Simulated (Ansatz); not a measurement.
Ge(H)3(OSiH3) (GeH₆OSi), SMILES [GeH3][O][SiH3].

Coordinates come from a B3LYP-D3(BJ)/def2-SVP optimisation. The structure was generated by enumeration, and PubChem lists no compound with its InChIKey, so it may never have been made.

Two levels are set side by side: PBE/def2-SVPD (Ansatz, a first-principles code) and PBE0/def2-SVPD (Ansatz). Energy differences of separate SCF runs at the same geometry; the states with an electron removed or added have multiplicity 2 and 2. Differences are taken from unrounded values.

```tsv
quantity	PBE
vertical ionisation energy (eV)	10.01
vertical singlet–triplet gap (eV)	5.73
```

### Question
These are the PBE values. What does PBE0 give? (An estimate is asked for; the answer gives what the named calculation found.)

### Answer

```tsv
quantity	PBE0	PBE minus PBE0
vertical ionisation energy (eV)	10.43	-0.41
vertical singlet–triplet gap (eV)	6.28	-0.55
```
